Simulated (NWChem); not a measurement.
System: GeBrCl, singlet; SMILES [Cl][Ge][Br]

The following NWChem deck was run.

```
start job
memory heap 200 mb stack 900 mb global 1100 mb
geometry units angstroms noautoz
  Ge     0.781663    -0.617062     0.000000
  Cl    -0.985034    -1.914536     0.000000
  Br    -0.230245     1.500477     0.000000
end
basis spherical
  * library def2-svpd
end
dft
  xc xpbe96 cpbe96
  iterations 150
end
tddft
  cis
  nroots 6
  notriplet
end
task tddft energy
```

Low-valent species are run as closed-shell singlets; no triplet was tried in these runs. The geometry was optimised at PBE0/def2-SVP.

Vertical excitations in the gas phase.

Question: What results follow from this input? (PBE/def2-SVPD, TDA.) Quantities: lowest excitation, singlet (eV); oscillator strength of that lowest state; lowest state with f > 0.02, singlet (eV); oscillator strength of that bright state; orbital gap (eV).

Answer: The lowest excitation, singlet (eV) is 3.35 and the oscillator strength of that lowest state is 0.003. The lowest state with f > 0.02, singlet (eV) is 4.33 and the oscillator strength of that bright state comes out as 0.042. The orbital gap (eV) is 3.01.
